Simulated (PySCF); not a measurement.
**Electron correlation in Nb²⁺ (niobium, charge +2)**

[Kr] 4d2 5s1, high-spin 4F determinant (an excited configuration). All numbers are calculated (PySCF 2.14, the spin-free X2C one-electron Hamiltonian (Gaussian nucleus), in ANO-RCC-VTZP (7s6p4d2f1g, 68 functions)). Frozen: [Kr]; 3 electrons correlated.

| level | correlation energy (mhartree) |
| --- | --- |
| CCSD | -15.42 |
| (T) | -0.10 |
| CCSD(T) | -15.52 |

Diagnostics: T1 = 0.0028, D1 = 0.0062, largest double amplitude 0.030.

Task: Is a single reference adequate?

Result: Yes, within this model without spin-orbit coupling: T1 lies below 0.03 and no double amplitude reaches 0.07.
